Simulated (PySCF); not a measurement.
Cl₄Fe, charge -1, quartet, geometry from GFN2-xTB of the parent state (such geometries of metal compounds can be far from the true shape) (another spin typed on purpose, not shown lowest) (a gas-phase anion, which may not be bound at this level); BLYP/STO-3G run with PySCF.

Here is a job for PySCF.
```python
from pyscf import gto, scf, dft

mol = gto.M(
    atom='''
Fe   -0.00000000   -0.00000000   -0.00000000
Cl    1.71855113   -0.56358205   -1.20848796
Cl    0.65566275    0.46239914    2.02182572
Cl   -0.95592471    1.74942799   -0.87016982
Cl   -1.41828916   -1.64824508    0.05683206
''',
    basis='sto-3g',
    charge=-1,
    spin=3,
    verbose=3,
)

mf = dft.ROKS(mol)
mf.xc = 'blyp'
mf.kernel()
mf.analyze()
```

Question: Write the output that PySCF gives for this input, abridged.

Answer: 
```
SCF not converged.
SCF energy = -3070.69834457554
**** MO energy ****
                Roothaan           | alpha              | beta
MO #1   energy= -252.311342369122  | -252.327580384353  | -252.327449602302  occ= 2
MO #2   energy= -99.4124425814161  | -99.4136398123175  | -99.4134617932154  occ= 2
MO #3   energy= -99.4096715177648  | -99.413053606355   | -99.4128745119844  occ= 2
MO #4   energy= -99.4094038461074  | -99.4024103121911  | -99.4021852330052  occ= 2
MO #5   energy= -99.409277554222   | -99.4068266499297  | -99.4065799518977  occ= 2
MO #6   energy= -29.0350188964781  | -29.0628202203557  | -29.0388619696192  occ= 2
MO #7   energy= -25.5932595052932  | -25.6254773076977  | -25.6082197032847  occ= 2
MO #8   energy= -25.5912724067115  | -25.6158692347647  | -25.5921512782181  occ= 2
MO #9   energy= -25.5851076984615  | -25.6047740224506  | -25.5881344437782  occ= 2
MO #10  energy= -8.71786458463364  | -8.71905769858139  | -8.71884558706072  occ= 2
MO #11  energy= -8.71550559711566  | -8.71504612805088  | -8.71480532538395  occ= 2
MO #12  energy= -8.71479217229755  | -8.71306547351794  | -8.71282426422709  occ= 2
MO #13  energy= -8.7145472015278   | -8.71193023540464  | -8.71164792312609  occ= 2
MO #14  energy= -6.57091130728032  | -6.5720586570783   | -6.57185550401783  occ= 2
MO #15  energy= -6.56836075769093  | -6.56588161776432  | -6.56566767801225  occ= 2
MO #16  energy= -6.56796457330821  | -6.56726583961429  | -6.56705545474266  occ= 2
MO #17  energy= -6.5675812416654   | -6.56589187631628  | -6.56564795457223  occ= 2
MO #18  energy= -6.56149621513545  | -6.56302833569511  | -6.56279847088153  occ= 2
MO #19  energy= -6.56103772485095  | -6.56228867656724  | -6.56192391155121  occ= 2
MO #20  energy= -6.55921075587017  | -6.56124832565278  | -6.56099345090426  occ= 2
MO #21  energy= -6.55869643075593  | -6.5566461497248   | -6.556242506368    occ= 2
MO #22  energy= -6.55859329192013  | -6.55678488536141  | -6.55640718922634  occ= 2
MO #23  energy= -6.55844350552492  | -6.55668750037393  | -6.55631582563796  occ= 2
MO #24  energy= -6.55838785782736  | -6.55527791704079  | -6.5548813996715   occ= 2
MO #25  energy= -6.55798672011366  | -6.5549019012784   | -6.55446318496167  occ= 2
MO #26  energy= -3.18751486125256  | -3.26209221720704  | -3.13671494641294  occ= 2
MO #27  energy= -2.03377084331004  | -2.11962445042334  | -2.00587249065278  occ= 2
MO #28  energy= -2.02897128443907  | -2.10573365050813  | -1.9572715691884   occ= 2
MO #29  energy= -2.01515769925683  | -2.07582885618851  | -1.96200766429166  occ= 2
MO #30  energy= -0.484413386822654 | -0.485905974237612 | -0.483953042331657 occ= 2
MO #31  energy= -0.467063316074902 | -0.469550969161157 | -0.467309392224211 occ= 2
MO #32  energy= -0.465875273313488 | -0.467104133717398 | -0.464813034506183 occ= 2
MO #33  energy= -0.465491412441676 | -0.465998579387766 | -0.463417102180459 occ= 2
MO #34  energy= -0.124428650745502 | -0.126807247989135 | -0.123334270394509 occ= 2
MO #35  energy= -0.0839404916431053 | -0.0878490392623503 | -0.083123803874374 occ= 2
MO #36  energy= -0.0830923362199089 | -0.084793329382271 | -0.0801054362746326 occ= 2
MO #37  energy= -0.0821711430983681 | -0.0853680247501102 | -0.0806559285187283 occ= 2
MO #38  energy= -0.0420130010684937 | -0.0470174171915193 | -0.0384055002122792 occ= 2
MO #39  energy= -0.0401172469521785 | -0.0455267558275729 | -0.0372322719035866 occ= 2
MO #40  energy= -0.0396629470903333 | -0.0433856782761618 | -0.0346792365466311 occ= 2
MO #41  energy= -0.0291817213738676 | -0.0327756212771572 | -0.027141963770442 occ= 2
MO #42  energy= -0.0285028898754102 | -0.0304485783939734 | -0.0260867068710485 occ= 2
MO #43  energy= -0.00839549746599183 | -0.0097901511121941 | -0.00838428729310768 occ= 2
MO #44  energy= -0.00801052340946599 | -0.00771837356816822 | -0.00574407725616121 occ= 2
MO #45  energy= -0.00713602273800507 | -0.00794226065681058 | -0.00599539073714386 occ= 2
MO #46  energy= 0.140214668634018  | 0.0578725596777223 | 0.181858907133161  occ= 2
MO #47  energy= 0.143536291857233  | 0.0712247447496994 | 0.186980342001845  occ= 1
MO #48  energy= 0.150721656829134  | 0.10659430908624   | 0.199547452887281  occ= 0
MO #49  energy= 0.152784430460218  | 0.0937239933742473 | 0.18662744623539   occ= 1
MO #50  energy= 0.157350976882737  | 0.0828721842472892 | 0.218352998586888  occ= 1
MO #51  energy= 0.307260602716035  | 0.301608727708256  | 0.30946745815549   occ= 0
MO #52  energy= 0.396137462983516  | 0.383214285769529  | 0.399516001999935  occ= 0
MO #53  energy= 0.397092380573581  | 0.389227012294248  | 0.404397927865248  occ= 0
MO #54  energy= 0.398669749193595  | 0.388304838505168  | 0.403564127750352  occ= 0
 ** Mulliken atomic charges  **
charge of    0Fe =      1.43940
charge of    1Cl =     -0.61129
charge of    2Cl =     -0.60378
charge of    3Cl =     -0.60964
charge of    4Cl =     -0.61470

WARN: System has nonzero charge -1; the dipole moment is origin-dependent.
Location of origin: [0. 0. 0.]

Dipole moment(X, Y, Z, Debye):  0.01847,  0.06584,  0.05427
```

Convergence was not reached.
